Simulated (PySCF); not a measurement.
Ga(OMe)(PH2)2 (CH₇GaOP₂), SMILES C[O][Ga]([PH2])[PH2].

Geometry: B3LYP-D3(BJ)/def2-SVP. Other conformers were not sampled.

Two levels are set side by side: TDA-PBE/def2-SVPD (PySCF) and TDA-B3LYP/def2-SVPD (PySCF). Vertical, same geometry. The lowest singlet is HOMO→LUMO 73 %, HOMO→LUMO+1 20 % with PBE and HOMO→LUMO 75 %, HOMO→LUMO+1 19 % with the other functional; states are paired by order. Differences are taken from unrounded values.

```tsv
quantity	TDA-B3LYP
lowest singlet excitation (eV)	4.76
lowest triplet excitation (TDA) (eV)	4.02
first bright state (f over 0.05) (eV)	5.36
its oscillator strength	0.20
```

Task: What does TDA-PBE give, and how far is it from TDA-B3LYP? (Estimate from the structure and the level; the computed values follow.)

Result: 
```
quantity                               TDA-PBE  TDA-PBE minus TDA-B3LYP
-------------------------------------  -------  -----------------------
lowest singlet excitation (eV)            4.52                    -0.24
lowest triplet excitation (TDA) (eV)      3.84                    -0.18
first bright state (f over 0.05) (eV)     5.14                    -0.22
its oscillator strength                   0.13                    -0.07
```

A lower first singlet is the usual sign of a functional without exact exchange. Differences between two approximate levels are no errors against the true value.

Rough cost on one machine, each run with all the roots and properties that it gave: TDA-B3LYP against TDA-PBE about 2 times.
